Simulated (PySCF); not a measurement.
Computed shifts of a molecule C3H9B, PBE0/pcSseg-1 (PySCF), GIAO, gas phase, atoms alike by connectivity averaged where their shifts nearly agree, in ppm (number of nuclei): ¹H: 7.86 (2), 1.70 (6), 0.84 (1). ¹³C: 44.2 (1), 24.0 (2). References: ¹¹B against BF3 (σ = 88.8 ppm); ¹H against TMS (σ = 31.56 ppm); ¹³C against TMS (σ = 186.3 ppm), references at their B3LYP-D3(BJ)/def2-TZVP geometries, non-relativistic. Coordinates come from a ωB97X-D3(BJ)/def2-SVP optimisation. The values are those of a single conformer.

**Question.** Identify the compound among the candidates.
(A) BCCC
(B) CB(C)C
(C) BC(C)C
(D) CBCC

**Answer.** C, BC(C)C
